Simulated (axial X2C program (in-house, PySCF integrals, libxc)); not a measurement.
## Sn: configurations by level of theory

Calculated with an axial X2C code built on PySCF integrals, basis dyall-cv3z (cores contracted in-house), spin-free (one-electron X2C) and two-component (2c, atomic mean-field Coulomb and Gaunt terms). Energies in eV from the lowest row of each column (rows without correlated energies are left out; n/a marks j-coupled starts, which PBE0 does not hold); electrons by l are Mulliken totals of the Hartree–Fock solution, and PBE0 can relax to another configuration under the same block occupation. Coupled cluster uses truncated natural virtuals with an MP2 remainder. Frozen shells in the correlated columns: 4 s, 3 p, 1 d.

The low spin-free determinants:

| electrons by l | M_S, M_L | HF | MP2 | CCSD(T) | PBE0 |
| --- | --- | --- | --- | --- | --- |
| s10 p20 d20 | 1, 0 | 0.00 | 0.02 | 0.00 | 0.00 |
| s10 p20 d20 | 1, 1 | 0.06 | 0.00 | 0.00 | 0.02 |
| s10 p20 d20 | 0, 1 | 0.39 | 0.46 | 0.28 | 0.31 |

And the two-component ones:

| electrons by l | 2M_J | HF | MP2 | CCSD(T) | PBE0 |
| --- | --- | --- | --- | --- | --- |
| s10 p20 d20 | 0 | 0.45 | 0.06 | 0.00 | 0.16 |
| s10 p20 d20 | 2 | 0.00 | 0.00 | 0.18 | 0.00 |
| s10 p20 d20 | 4 | 0.23 | 0.11 | 0.34 | 0.18 |
| s10 p20 d20 | 2 | 0.33 | 0.34 | 0.42 | 0.22 |

Ground level as tabulated from the NIST Atomic Spectra Database (leading term): 2S+1 = 3, L = 1, J = 0.

Single determinants need not be terms or J levels, so several rows can belong to one term; PBE0 has no current term and treats spin collinearly, and Hartree–Fock breaks spherical symmetry, which spreads rows that should be degenerate. The search is wide but not exhaustive and can miss a configuration; gaps between s and d configurations can be off by some tenths of an eV with this basis and core.

The run took 3 min on 1 thread of Intel(R) Xeon(R) Processor @ 2.30GHz, on a shared host.
